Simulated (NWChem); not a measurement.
Species: GaI$_{2}$F; SMILES [I][Ga]([F])[I]

def2 effective core potentials on I; no spin-orbit coupling.

### Question
Give the equilibrium geometry at PBE0/def2-SVP with def2 effective core potentials on I (NWChem) as an XYZ file, with the point group.

### Answer
point group C2v; any orientation.
```
4

Ga     0.0000     0.0000     0.7100
F      0.0000     0.0000     2.4550
I     -2.1847     0.0000    -0.4165
I      2.1847     0.0000    -0.4165
```
